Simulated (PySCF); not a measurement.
Compound: C6H6FN.
SMILES: `CC#C/C=N\C=C/F`

The closed-shell SCF was solved with PySCF and density fitting under several settings on one GFN2-xTB geometry (grid level 2 and gas phase unless stated).

```json
{"settings": "PBE0/pcSseg-1", "basis functions": "166", "SCF cycles": "15", "E (Eh)": "-386.2438", "HOMO (eV)": "-6.49", "LUMO (eV)": "-1.49", "dipole (D)": "2.65"}
{"settings": "wB97X-D/def2-SVPD, start guess huckel", "basis functions": "211", "SCF cycles": "15", "E (Eh)": "-386.3227", "HOMO (eV)": "-8.37", "LUMO (eV)": "0.17", "dipole (D)": "2.56"}
{"settings": "PBE0/6-311+G(2d,p), grid level 3", "basis functions": "252", "SCF cycles": "15", "E (Eh)": "-386.3982", "HOMO (eV)": "-6.53", "LUMO (eV)": "-1.55", "dipole (D)": "2.58"}
```

Estimate the rows for these settings: (1) BHandHLYP/STO-3G, grid level 3; (2) PBE0/6-31++G**, energy threshold 1e-08 Eh, start guess vsap.

```json
{"settings": "BHandHLYP/STO-3G, grid level 3", "basis functions": "46", "SCF cycles": "13", "E (Eh)": "-381.4923", "HOMO (eV)": "-5.14", "LUMO (eV)": "2.50", "dipole (D)": "2.14"}
{"settings": "PBE0/6-31++G**, energy threshold 1e-08 Eh, start guess vsap", "basis functions": "180", "SCF cycles": "14", "E (Eh)": "-386.3023", "HOMO (eV)": "-6.50", "LUMO (eV)": "-1.51", "dipole (D)": "2.66"}
```

Over all rows, what range does the HOMO–LUMO gap span?

From 4.98 eV (PBE0/6-311+G(2d,p), grid level 3) to 8.54 eV (wB97X-D/def2-SVPD, start guess huckel). The functional of the narrowest has 25 % exact exchange, that of the widest range-separated exact exchange.

Compare two rows with the functional PBE0: PBE0/6-31++G**, energy threshold 1e-08 Eh, start guess vsap and PBE0/6-311+G(2d,p), grid level 3. Which energy is lower, and by how much?

PBE0/6-311+G(2d,p), grid level 3 (252 functions) lies 0.0959 Eh or 60 kcal/mol below PBE0/6-31++G**, energy threshold 1e-08 Eh, start guess vsap (180 functions).

wB97X-D ran without the empirical dispersion term, which would shift the total energy alone. Cycle counts include a coarse-grid stage where the run had one. All basis functions are spherical, in the Pople sets too.

Conformer computed: `[CH3:1][C:2]#[C:3]/[CH:4]=[N:5]\[CH:6]=[CH:7]/[F:8]`: C4–N5–C6–C7 52°.

One conformer stands for the species.
